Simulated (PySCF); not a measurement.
Harmonic spectrum computed at PBE0 in the def2-TZVP basis family (core potentials from Rb on, PySCF, no spin–orbit coupling):

```tsv
symmetry	ω (cm⁻¹)	IR (km/mol, summed over degenerate members)
e	436	0.0
t2	634	11.7
a1	925	0.0
t2	1296	1259
```

**Question.** Which molecule gave it? In each, all ligands are bound to the one heavy central atom.
A. SiF₄ (singlet)
B. CF₄ (singlet)
C. GeF₄ (singlet)
D. SeF₄ (singlet)

**Answer.** B. It has Td symmetry with C–F 1.318 Å (×4).
